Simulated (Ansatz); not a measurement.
Program: Ansatz. Geometries: PBE0-D4/def2-TZVP. ΔE: electronic, gas phase. CCSD(T)/CBS adds triple-zeta CCSD(T) − MP2 to the extrapolated MP2 energy (def2 sets, frozen cores). DFT in def2-TZVPP. B3LYP here is the variant with VWN-RPA as its local correlation; programs differ in this. Each species was taken in one conformer, which may not be the lowest.

Consider the redistribution: `C=N[SiH2]O[SiH3]` + `[AlH2][NH][SiH3]` → `[SiH3]N[SiH2]O[SiH3]` + `C=[N][AlH2]`.

Task: Is it downhill or uphill in electronic energy at CCSD(T)/CBS, and by how much? (Best estimate.)

Result: Ansatz gave: Nearly level: ΔE = +0.02 eV.

Task: What do these levels give: ωB97X-V, PBE, r2SCAN, PBE0, B3LYP, CCSD/def2-TZVPP, CCSD(T)/def2-TZVPP, HF/def2-QZVPP, SCS-MP2/def2-QZVPP, HF/CBS(def2), MP2/CBS(def2), CCSD/CBS(def2)? (An estimate is asked.)

Result: The calculation gave: ωB97X-V 0.01, PBE -0.01, r2SCAN -0.01, PBE0 0.01, B3LYP 0.00, CCSD/def2-TZVPP 0.03, CCSD(T)/def2-TZVPP 0.03, HF/def2-QZVPP 0.05, SCS-MP2/def2-QZVPP 0.03, HF/CBS(def2) 0.05, MP2/CBS(def2) 0.03, CCSD/CBS(def2) 0.02 eV.

Largest T1 diagnostic among the species: 0.015.

The D4 term adds −0.03 eV with B3LYP and −0.02 eV with PBE0; it sums over pairs of atoms, weighted by their polarisabilities, and B3LYP, whose exchange is more repulsive, gets the larger term.
